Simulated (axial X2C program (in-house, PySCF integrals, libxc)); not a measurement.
**Worked dissociation energy of ScAs: HF, without spin–orbit coupling**

Calculated with an axial X2C code built on PySCF integrals. Spin-free means the one-electron spin-free X2C Hamiltonian. Basis: As dyall-cv3z [9s9p6d4f1g], Sc dyall-cv3z [10s11p7d5f2g] (cores contracted in-house); Gaussian nuclei, density fitting, unrestricted open shells. Masses: As 74.922 u, Sc 44.956 u.

Molecular state: M_S = 0, Λ = 0 (closed shell).

```
E(As) (2M_S = 3, M_L = 0) : -2259.087636 hartree
E(Sc) (2M_S = 1, M_L = 0) : -763.296683 hartree
E(ScAs) at Re             : -3022.331017 hartree
ωe                        : 437.9 cm⁻¹
ωexe                      : 1.11 cm⁻¹
```

**Question.** Work out De and D0.

**Answer.** De = -2259.087636 + (-763.296683) − (-3022.331017) = -0.05330 hartree = -1.450 eV. The zero-point energy is ωe/2 − ωexe/4 = 219 cm⁻¹ = 0.027 eV, so D0 = -1.478 eV. A negative De means the minimum lies above these fragments, at Hartree–Fock because correlation, which is larger in the molecule than in the atoms, is missing; it does not show that the molecule is unbound.

Occupations by symmetry block were frozen at the best pattern of an incomplete PBE0 search. The closed shell is kept restricted, so the energy runs too high when the bond is stretched far. Dissociation energies refer to the lowest single-determinant-based atoms at the same level and basis. PBE0 can misorder states that lie within some tenths of an eV, so this need not be the ground state of the molecule. The nearest other spin-free determinant of the search, M_S = 1, Λ = 1, lies 0.43 eV up at the distance of the search.

Hartree–Fock lacks correlation and underbinds, often by eV.

Each atomic determinant is the lowest at this level and need not be a pure term. Totals compare only within one Hamiltonian and basis.
